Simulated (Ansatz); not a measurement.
**What each rung costs, and what it gives**

Saddle point of CH5GaS, closed shell (CH₅GaS ([CH3][GaH][SH]) → GaHS ([S][GaH]) + CH₄; bonds formed: C2–H4; bonds broken: Ga1–C2, S3–H4), PBE0-D4/def2-TZVP structure:

```
8
angstrom
Ga -1.2447 0.1209 0.4468
C 0.8811 0.0680 -0.0450
S -1.8043 -0.9231 -1.2933
H -0.1660 -0.4959 -0.8450
H -1.4795 0.8543 1.7868
H 1.2609 -0.4168 0.8582
H 1.0962 1.1397 -0.0267
H 1.4564 -0.3471 -0.8819
```

Barriers are electronic and count from the start structure reached by relaxing down the imaginary mode.

Program: Ansatz 0.2.0. Basis: as named in each row. Cores are frozen in the correlated methods. Filled d shells of the heavier atoms are correlated. The def2 sets are not built for correlating such inner shells, so the correlated values are less sure here. B3LYP uses VWN-RPA correlation. Extrapolation: Hartree–Fock as exp(−7.88 √X), correlation as X^−2.97.

Times are rough, for one single point on 4 threads of a shared host (Intel Xeon).

The estimate by CCSD(T) at an estimated basis limit (MP2 extrapolated from triple and quadruple zeta, plus CCSD(T) − MP2 in triple zeta) is 2.247 eV.

| method | basis | time (s) | barrier (eV) | method less estimate |
| --- | --- | --- | --- | --- |
| HF | STO-3G | 2 | 4.627 | 2.380 |
| SPW92 | def2-SVP | 3 | 1.693 | -0.554 |
| PBE-D4 | def2-SVP | 4 | 1.874 | -0.373 |
| B3LYP-D4 | 6-31G | 5 | 2.220 | -0.027 |
| PBE0-D4 | def2-SVP | 6 | 2.097 | -0.150 |
| SPW92 | def2-TZVPP | 6 | 1.725 | -0.522 |
| PBE-D4 | STO-3G | 7 | 2.562 | 0.315 |
| PBE-D4 | def2-TZVPP | 8 | 1.898 | -0.349 |
| BLYP-D4 | def2-TZVPP | 8 | 2.055 | -0.192 |
| PBE0-D4 | def2-TZVPP | 11 | 2.105 | -0.142 |
| B3LYP-D4 | def2-TZVPP | 11 | 2.214 | -0.033 |
| BHLYP-D4 | def2-TZVPP | 11 | 2.462 | 0.215 |
| CAM-B3LYP-D4 | def2-TZVPP | 11 | 2.345 | 0.098 |
| r2SCAN-D4 | def2-TZVPP | 13 | 2.026 | -0.221 |
| wB97M-V | def2-SVP | 15 | 2.283 | 0.036 |
| CCSD(T) | def2-SVP | 15 | 2.398 | 0.151 |
| r2SCAN0-D4 | def2-TZVPP | 17 | 2.173 | -0.074 |
| RPA on PBE | def2-TZVPP | 17 | 2.274 | 0.027 |
| PBE-QIDH | def2-TZVPP | 21 | 2.234 | -0.013 |
| B97M-V | def2-TZVPP | 22 | 2.127 | -0.120 |
| wB97X-V | def2-TZVPP | 22 | 2.368 | 0.121 |
| B2PLYP | def2-TZVPP | 24 | 2.243 | -0.004 |
| wB97M-V | def2-TZVPP | 35 | 2.294 | 0.047 |
| MP2 | def2-QZVPP | 71 | 2.182 | -0.065 |
| CCSD(T) | def2-TZVPP | 130 | 2.287 | 0.040 |

All methods are single points on the PBE0-D4 structures.

The T1 diagnostic stays at or below 0.018.

Labels in which every atom is bracketed show which atoms are joined, not bond orders.
